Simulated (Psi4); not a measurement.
CH$_{5}$Si (SMILES C[SiH2]), doublet, at a GFN2-xTB geometry; HF/STO-3G in Psi4 1.11.

Here is a job for Psi4.
```
memory 2 GB

molecule {
0 2
  C    -0.00961888    0.08558394   -1.20792711
  Si    0.00693370    0.02337297    0.68442733
  H    -0.03432110   -0.91899655   -1.62856536
  H    -0.87992760    0.61839322   -1.58117006
  H     0.87474746    0.58217174   -1.59770913
  H    -1.21559465   -0.53605201    1.24797082
  H     1.21573735   -0.58624162    1.22505378
}

set basis sto-3g
set reference uhf

energy('scf')
print_variables()
```

Question: What does Psi4 print? Leave out banner, timings and long lists.

Answer: 
```
   => Loading Basis Set <=

    Name: STO-3G
    Role: ORBITAL
    Keyword: BASIS

         ---------------------------------------------------------
                                   SCF
               by Justin Turney, Rob Parrish, Andy Simmonett
                          and Daniel G. A. Smith
                              UHF Reference
         ---------------------------------------------------------

  ==> Geometry <==

    Molecular point group: c1
    Full point group: C1

    Geometry (in Angstrom), charge = 0, multiplicity = 2:

       Center              X                  Y                   Z               Mass
    ------------   -----------------  -----------------  -----------------  -----------------
         C           -0.010482805915     0.067065940503    -1.259028014271    12.000000000000
         SI           0.006069774085     0.004854970503     0.633326425729    27.976926534650
         H           -0.035185025915    -0.937514549497    -1.679666264271     1.007825032230
         H           -0.880791525915     0.599875220503    -1.632270964271     1.007825032230
         H            0.873883534085     0.563653740503    -1.648810034271     1.007825032230
         H           -1.216458575915    -0.554570009497     1.196869915729     1.007825032230
         H            1.214873424085    -0.604759619497     1.173952875729     1.007825032230

  Running in c1 symmetry.

  Rotational constants: A =      2.53322  B =      0.38622  C =      0.36601 [cm^-1]
  Rotational constants: A =  75944.16778  B =  11578.62390  C =  10972.60537 [MHz]
  Nuclear repulsion =   55.633675050108202

  Charge       = 0
  Multiplicity = 2
  Electrons    = 25
  Nalpha       = 13
  Nbeta        = 12

  ==> Algorithm <==

  SCF Algorithm Type is DF.
  DIIS enabled.
  MOM disabled.
  Fractional occupation disabled.
  Guess Type is SAD.
  Energy threshold   = 1.00e-06
  Density threshold  = 1.00e-06
  Integral threshold = 1.00e-12

  ==> Primary Basis <==

  Basis Set: STO-3G
    Blend: STO-3G
    Number of shells: 13
    Number of basis functions: 19
    Number of Cartesian functions: 19
    Spherical Harmonics?: true
    Max angular momentum: 1

   => Loading Basis Set <=

    Name: (STO-3G AUX)
    Role: JKFIT
    Keyword: DF_BASIS_SCF

  ==> Integral Setup <==

  SCF_SUBTYPE=INCORE selected. In-core MEM_DF algorithm will be used.
  Using in-core AOs.

  ==> MemDFJK: Density-Fitted J/K Matrices <==

    J tasked:                   Yes
    K tasked:                   Yes
    wK tasked:                   No
    Algorithm:                 Core
    Schwarz Cutoff:           1E-12
    Mask sparsity (%):       0.5540
    Fitting Condition:        1E-10

   => Auxiliary Basis Set <=

  Basis Set: (STO-3G AUX)
    Blend: DEF2-UNIVERSAL-JKFIT
    Number of shells: 93
    Number of basis functions: 293
    Number of Cartesian functions: 344
    Spherical Harmonics?: true
    Max angular momentum: 4

  Minimum eigenvalue in the overlap matrix is 2.3129673162E-01.
  Reciprocal condition number of the overlap matrix is 1.0094189078E-01.
    Using symmetric orthogonalization.

  ==> Pre-Iterations <==

  SCF Guess: Superposition of Atomic Densities via on-the-fly atomic UHF (no occupation information).

   -------------------------
    Irrep   Nso     Nmo
   -------------------------
     A         19      19
   -------------------------
    Total      19      19
   -------------------------

  ==> Iterations <==

                           Total Energy        Delta E     RMS |[F,P]|

   @DF-UHF iter SAD:  -323.73960573351741   -3.23740e+02   0.00000e+00
   @DF-UHF iter   1:  -325.86284442085400   -2.12324e+00   3.27015e-03 DIIS/ADIIS
   @DF-UHF iter   2:  -325.86692844877786   -4.08403e-03   9.28736e-04 DIIS/ADIIS
   @DF-UHF iter   3:  -325.86738004695485   -4.51598e-04   3.05982e-04 DIIS/ADIIS
   @DF-UHF iter   4:  -325.86743848406047   -5.84371e-05   1.74329e-04 DIIS/ADIIS
   @DF-UHF iter   5:  -325.86746745667187   -2.89726e-05   6.01454e-05 DIIS
   @DF-UHF iter   6:  -325.86747120822139   -3.75155e-06   1.75794e-05 DIIS
   @DF-UHF iter   7:  -325.86747148421387   -2.75992e-07   5.43159e-06 DIIS
   @DF-UHF iter   8:  -325.86747150567879   -2.14649e-08   1.95035e-06 DIIS
   @DF-UHF iter   9:  -325.86747150878483   -3.10604e-09   4.17096e-07 DIIS
  Energy and wave function converged.

  ==> Post-Iterations <==

   @Spin Contamination Metric:   3.012856021E-03
   @S^2 Expected:                7.500000000E-01
   @S^2 Observed:                7.530128560E-01
   @S   Expected:                5.000000000E-01
   @S   Observed:                5.000000000E-01

    Orbital Energies [Eh]
    ---------------------

    Alpha Occupied:

       1A    -67.911114     2A    -10.982698     3A     -5.910933
       4A     -3.949375     5A     -3.930390     6A     -3.930091
       7A     -0.889463     8A     -0.650469     9A     -0.513282
      10A     -0.511122    11A     -0.410327    12A     -0.386685
      13A     -0.222482

    Alpha Virtual:

      14A      0.498158    15A      0.566853    16A      0.573169
      17A      0.734862    18A      0.756575    19A      0.773650

    Beta Occupied:

       1A    -67.901343     2A    -10.983349     3A     -5.893773
       4A     -3.922345     5A     -3.921985     6A     -3.904243
       7A     -0.884587     8A     -0.592750     9A     -0.511325
      10A     -0.502092    11A     -0.400270    12A     -0.376592

    Beta Virtual:

      13A      0.258771    14A      0.520783    15A      0.605378
      16A      0.605755    17A      0.739850    18A      0.764106
      19A      0.774659

    Final Occupation by Irrep:
              A
    DOCC [    12 ]
    SOCC [     1 ]
    NA   [    13 ]
    NB   [    12 ]

  @DF-UHF Final Energy:  -325.86747150878483

   => Energetics <=

    Nuclear Repulsion Energy =             55.6336750501082022
    One-Electron Energy =                -563.0092133622763413
    Two-Electron Energy =                 181.5080668033833149
    Total Energy =                       -325.8674715087848313

  UHF NO Occupations:
  HONO-2 :   11  A 1.9995701
  HONO-1 :   12  A 1.9993739
  HONO-0 :   13  A 1.0000000
  LUNO+0 :   14  A 0.0006261
  LUNO+1 :   15  A 0.0004299
  LUNO+2 :   16  A 0.0003933
  LUNO+3 :   17  A 0.0000554

Computation Completed

Properties will be evaluated at   0.000000,   0.000000,   0.000000 [a0]

Properties computed using the SCF density matrix

 Multipole Moments:

 ------------------------------------------------------------------------------------
     Multipole            Electronic (a.u.)      Nuclear  (a.u.)        Total (a.u.)
 ------------------------------------------------------------------------------------

 L = 1.  Multiply by 2.5417464519 to convert [e a0] to [Debye]
 Dipole X            :          0.0450352           -0.0408146            0.0042206
 Dipole Y            :          1.0460131           -0.8748487            0.1711644
 Dipole Z            :          2.4870864           -2.4141678            0.0729186
 Magnitude           :                                                    0.1860973

 ------------------------------------------------------------------------------------

  Variable Map:
  ----------------------------------------------------------------------------
  "CURRENT ENERGY"           =>    -325.867471508785
  "CURRENT REFERENCE ENERGY" =>    -325.867471508785
  "DD SOLVATION ENERGY"      =>       0.000000000000
  "HF KINETIC ENERGY"        =>     321.829909920394
  "HF POTENTIAL ENERGY"      =>    -647.697381429178
  "HF TOTAL ENERGY"          =>    -325.867471508785
  "HF VIRIAL RATIO"          =>       2.012545638127
  "NUCLEAR REPULSION ENERGY" =>      55.633675050108
  "ONE-ELECTRON ENERGY"      =>    -563.009213362276
  "PCM POLARIZATION ENERGY"  =>       0.000000000000
  "PE ENERGY"                =>       0.000000000000
  "SCF ITERATION ENERGY"     =>    -325.867471508785
  "SCF ITERATIONS"           =>       9.000000000000
  "SCF TOTAL ENERGY"         =>    -325.867471508785
  "TWO-ELECTRON ENERGY"      =>     181.508066803383

  Array Variable Map:
  ----------------------------------------------------------------------------
  "CURRENT DIPOLE"           =>       0.004220624958 ... 0.072918560458 1 by 3
  "SCF DIPOLE"               =>       0.004220624958 ... 0.072918560458 1 by 3
  "SCF TOTAL ENERGIES"       =>    -323.739605733517 ... -325.867471508785 1 by 10
```
